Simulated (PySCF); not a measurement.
Rows and methods have been separated. Pair them.

C₆H₁₃NO.
SMILES: `C(NC(=O)C)CCC`

The closed-shell ground state was solved 4 times with PySCF (density fitting, gas phase), always with PBE0, in these basis sets: 6-311+G(2d,p), aug-cc-pVDZ, def2-SVP and def2-TZVP. The structure is a single PBE0-D3(BJ)/def2-SVP conformer in the gas phase; no vibrational or solvent corrections.

```
row  total energy (Eh)  HOMO (eV)  LUMO (eV)  dipole (D)
  P          -365.7741      -7.04       1.02        3.53
  Q          -366.1717      -7.20       0.69        3.59
  R          -366.0817      -7.21      -0.30        3.59
  S          -366.1436      -7.24       0.03        3.63
```

Question: Which basis belongs to which row?

Answer: P = def2-SVP, Q = def2-TZVP, R = aug-cc-pVDZ, S = 6-311+G(2d,p). From the lowest total energy up: def2-TZVP (326 functions) 0 eV; 6-311+G(2d,p) (294 functions) +0.76 eV; aug-cc-pVDZ (301 functions) +2.45 eV; def2-SVP (177 functions) +10.82 eV.

The values belong to the conformer `[CH3:1][CH2:2][CH2:3][CH2:4][NH:5][C:6]([CH3:7])=[O:8]`: C1–C2–C3–C4 -179°, C2–C3–C4–N5 62°, C3–C4–N5–C6 -110°, C4–N5–C6–C7 176°.
